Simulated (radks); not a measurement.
Values are calculated unless marked as measured or tabulated.
Task: Coherent X-ray form factor from a spherical all-electron density. Level of theory: Dirac Kohn-Sham, BLYP, spin-unpolarised, spherical densities, finite nucleus; Fermi nuclear charge, rms radius of each element as measured or else 0.836 A^(1/3) + 0.57 fm (a radial shooting solver on a logarithmic mesh with Libxc functionals).

sin(theta)/lambda (1/angstrom)  f0 (electrons)
0.05                                    19.759
0.1                                     19.070
0.15                                    18.028
0.2                                     16.756
0.25                                    15.381
0.3                                     14.010
0.4                                     11.560
0.5                                      9.697
0.6                                      8.400
0.8                                      6.897
1                                        5.968
1.25                                     4.933
1.5                                      3.960
2                                        2.515

The species is in the configuration that NIST lists as its ground one. Which atom or ion scatters so?

Result: The vanadium ion V3+, [Ar] 3d2. Extrapolating in s^2 from the first two rows gives f0(0) = 20.0, near the electron count 20; among species with that count, the fall with angle is slower the higher Z, and the table is that of Z = 23; from so few rows the species is fixed only to a neighbour or two.
